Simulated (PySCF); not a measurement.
# Al⁺ (aluminium, charge +1): LDA calculation

Configuration: [Ne] 3s1 4s1, high-spin 3S determinant (an excited configuration). Calculation: PySCF 2.14, in aug-cc-pwCVQZ (10s9p7d5f3g, 134 functions); no relativity, point nucleus.

```
Total energy                                     : -240.6893 hartree
One-electron energy                              : -329.8441 hartree
Hartree (Coulomb) energy                         : 106.2721 hartree
Exchange-correlation energy                      : -17.1173 hartree
Kinetic energy                                   : 240.06925 hartree
⟨S²⟩                                             : 2.0001
⟨L²⟩                                             : 0.000
Sum of ⟨r⟩                                       : 12.86 bohr
Sum of ⟨r²⟩                                      : 43.87 bohr²
Density at the nucleus (Gaussians lack the cusp) : 1370 bohr⁻³
Spin density at the nucleus                      : 4.97 bohr⁻³
Langevin diamagnetic susceptibility              : -34.7 ×10⁻⁶ cm³/mol
```

| shell | electrons | mean orbital energy (eV) | rms radius, mean of both spins (bohr) |
| --- | --- | --- | --- |
| 1s α | 1 | -1516.0 | 0.140 |
| 1s β | 1 | -1515.8 | 0.140 |
| 2s α | 1 | -121.86 | 0.689 |
| 2s β | 1 | -121.62 | 0.689 |
| 2p α | 3 | -84.573 | 0.679 |
| 2p β | 3 | -84.310 | 0.679 |
| 3s α | 1 | -19.291 | 2.40 |
| 4s α | 1 | -6.095 | 5.86 |

The outer electron is Rydberg-like, and this basis confines it to a smaller radius and binds it less than a complete one would.
